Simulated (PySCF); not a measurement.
Atomic charges by several schemes

C6H7Cl3O2.
Atom-mapped SMILES: `[O:1]=[C:2]([CH2:3][CH:4]([Cl:5])[Cl:6])[O:7][C@@H:8]1[CH2:9][C@H:10]1[Cl:11]` (hydrogens: H12, H13 on C3; H14 on C4; H15 on C8; H16, H17 on C9; H18 on C10)

Geometry (GFN2-xTB, Å), atoms numbered from 1 in this order:
```
atom  x, y, z in Å
O1     0.1536   -1.5955    1.1281
C2     0.5752   -0.9149    0.2356
C3     2.0545   -0.6797   -0.0401
C4     2.6345    0.1095    1.1220
Cl5    1.8258    1.6900    1.2451
Cl6    4.3806    0.3574    0.9012
O7    -0.1758   -0.2475   -0.6398
C8    -1.5739   -0.2959   -0.4729
C9    -2.3981    0.3511   -1.5407
C10   -2.2695    1.0046   -0.1984
Cl11  -3.6412    1.0099    0.8887
H12    2.5629   -1.6436   -0.1000
H13    2.1742   -0.1337   -0.9754
H14    2.4873   -0.4062    2.0734
H15   -1.9173   -1.1958    0.0235
H16   -1.8750    0.8108   -2.3645
H17   -3.3356   -0.1136   -1.8018
H18   -1.6711    1.8994   -0.1022
```

Density: PBE0/pcSseg-1 (PySCF); schemes: Mulliken, IAO, Hirshfeld and ESP-fitted. One conformer (not necessarily the lowest) at the GFN2-xTB geometry, without solvent, vibrations or thermal averaging.

**Question.** Tabulate the Mulliken, IAO, Hirshfeld and ESP-fitted charges.

**Answer.** In e:

| atom | environment | Mulliken | IAO | Hirshfeld | ESP-fitted |
| --- | --- | --- | --- | --- | --- |
| O1 | ester carbonyl oxygen | -0.393 | -0.452 | -0.248 | -0.497 |
| C2 | ester carbonyl carbon | +0.422 | +0.524 | +0.211 | +0.682 |
| C3 | sp3 carbon next to a carbonyl | -0.104 | -0.315 | -0.091 | -0.313 |
| C4 | CHCl2 carbon | -0.245 | -0.086 | +0.042 | -0.231 |
| Cl5 | alkyl chlorine | -0.058 | -0.072 | -0.042 | -0.056 |
| Cl6 | alkyl chlorine | -0.051 | -0.067 | -0.043 | -0.049 |
| O7 | ester single-bonded oxygen | -0.436 | -0.324 | -0.083 | -0.345 |
| C8 | sp3 carbon bound to oxygen | +0.088 | +0.049 | +0.026 | +0.107 |
| C9 | three-membered-ring carbon | -0.119 | -0.297 | -0.090 | -0.331 |
| C10 | sp3 C–Cl carbon | -0.213 | -0.146 | -0.021 | -0.231 |
| Cl11 | alkyl chlorine | -0.087 | -0.067 | -0.047 | -0.092 |
| H12 | methylene hydrogen | +0.175 | +0.182 | +0.061 | +0.169 |
| H13 | methylene hydrogen | +0.166 | +0.176 | +0.045 | +0.165 |
| H14 | methine hydrogen | +0.219 | +0.194 | +0.055 | +0.250 |
| H15 | methine hydrogen | +0.151 | +0.175 | +0.050 | +0.156 |
| H16 | methylene hydrogen | +0.151 | +0.171 | +0.061 | +0.185 |
| H17 | methylene hydrogen | +0.155 | +0.173 | +0.060 | +0.180 |
| H18 | methine hydrogen | +0.178 | +0.180 | +0.055 | +0.249 |

Mean size of the charges over all atoms: ESP-fitted 0.238 e, IAO 0.203 e, Mulliken 0.190 e, Hirshfeld 0.074 e. Each set sums to the total charge, 0, to within 0.001 e. The Mulliken scheme gives each basis function's population to the atom it is centred on and halves the overlap population of two atoms between them.

Lowest charge. The schemes don't all agree: Mulliken O7 (-0.436); IAO O1 (-0.452); Hirshfeld O1 (-0.248); ESP-fitted O1 (-0.497).

Highest charge. All schemes agree: Mulliken C2 (+0.422); IAO C2 (+0.524); Hirshfeld C2 (+0.211); ESP-fitted C2 (+0.682).

**Question.** Sum the charges by element.

**Answer.** 
```
element  atoms  Mulliken     IAO  Hirshfeld  ESP-fitted
      O      2    -0.829  -0.776     -0.331      -0.842
      C      6    -0.171  -0.270     +0.076      -0.316
     Cl      3    -0.197  -0.206     -0.133      -0.197
      H      7    +1.196  +1.252     +0.388      +1.354
```

**Question.** How many electrons does the Mulliken scheme count on Cl6?

**Answer.** Z − q = 17 − (-0.051) = 17.051.

**Question.** How closely do the schemes follow one another over all atoms?

**Answer.** Correlation coefficient and root-mean-square difference: IAO with ESP-fitted 0.98, 0.062 e; Mulliken with ESP-fitted 0.95, 0.101 e; IAO with Hirshfeld 0.94, 0.155 e; Mulliken with IAO 0.93, 0.087 e; Hirshfeld with ESP-fitted 0.91, 0.201 e; Mulliken with Hirshfeld 0.84, 0.151 e.
